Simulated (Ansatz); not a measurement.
`C[Si](C)(C)[Ga]([Cl])[Cl]`. The species carries charge 0 and has multiplicity 1. Correlated methods include outer-core shells of Ga, which these sets cover unevenly. Scalar relativity is left out up to krypton.

```xyz
16

C     1.103   -1.287    0.859
Si   -0.063   -0.066    0.047
C    -1.341   -0.938   -1.005
C    -0.875    1.023    1.338
Ga    1.260    1.364   -1.375
Cl    2.956    2.490   -0.659
Cl    0.915    1.693   -3.479
H     1.584   -1.936    0.124
H     1.885   -0.774    1.423
H     0.547   -1.924    1.554
H    -1.999   -0.224   -1.504
H    -1.959   -1.591   -0.382
H    -0.870   -1.553   -1.776
H    -1.557    1.747    0.886
H    -1.455    0.404    2.030
H    -0.132    1.572    1.920
```

Question: Give the diagnostics of a CCSD(T)/def2-TZVPP run (frozen core, Ansatz). (Best estimate.)

Answer: Computed: T1 = 0.0109, largest single amplitude 0.029, largest double 0.026, (T) share of the correlation energy 4.0 %, 8 CCSD cycles. The RHF solution is stable towards an unrestricted one. T1 lies under the customary mark of 0.02 for closed shells.
